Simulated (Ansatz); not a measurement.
`[OH][Al]([F])[F]` + HI → `[F][Al]([F])[I]` + H₂O at 500 K and 1 bar (ligand exchange at the Al–O bond).

Isolated molecules relaxed with PBE0-D4/def2-TZVP in Ansatz; ΔE leaves out vibrations. CCSD(T)/CBS is the MP2 limit (def2-TZVPP, def2-QZVPP) plus CCSD(T) − MP2 in def2-TZVPP, frozen cores. This one scheme is used for every species. Elements past krypton have def2 core potentials. For I outer-core shells are correlated without core-valence functions, which leaves a few kJ/mol of doubt a bond. Each species was taken in one conformer, which may not be the lowest.

| species | CCSD(T)/CBS energy (Eh) | H − E (kJ/mol) | S (J/(mol·K)) |
| --- | --- | --- | --- |
| `[OH][Al]([F])[F]` | -517.59653 | 81.6 | 340.5 |
| HI | -298.03592 | 28.6 | 221.6 |
| `[F][Al]([F])[I]` | -739.25894 | 46.3 | 356.2 |
| H₂O | -76.37941 | 73.2 | 206.3 |

H − E and S are ideal-gas, rigid-rotor, harmonic terms from PBE0-D4/def2-TZVP, for one conformer and one mirror image of each species. 1 Eh = 2625.50 kJ/mol, R = 8.31446 J/(mol·K).

By hand: ΔE, ΔH, ΔS and ΔG.

ΔE = (-739.25894) + (-76.37941) − (-517.59653) − (-298.03592) = -0.00590 Eh = -15.5 kJ/mol. Δ(H − E) = 46.3 + 73.2 − 81.6 − 28.6 = 9.3, so ΔH = -6.2 kJ/mol. ΔS = 356.2 + 206.3 − 340.5 − 221.6 = 0.4 J/(mol·K). ΔG = -6.2 − 500 × (0.4)/1000 = -6.4 kJ/mol.

By hand: the equilibrium constant, and the temperature at which ΔG would vanish if ΔH and ΔS stayed fixed.

log₁₀ K = −ΔG/(RT ln 10) = 0.7. ΔH and −TΔS have one sign here, so there is no such temperature.

The number of gas molecules stays the same, so ΔS is small and ΔH decides. A doubt of 5 kJ/mol in ΔE shifts log₁₀ K by 0.5 here. Other conformers and mirror images would add mixing entropy, several J/(mol·K) or more a flexible species. These are equilibria of isolated gas molecules and say nothing of rates. Largest T1 diagnostic: 0.013 (customary marks: 0.02 for closed shells, 0.045 for open ones).

ΔS is within the doubt of such terms, so its sign, and with it that verdict, could turn.
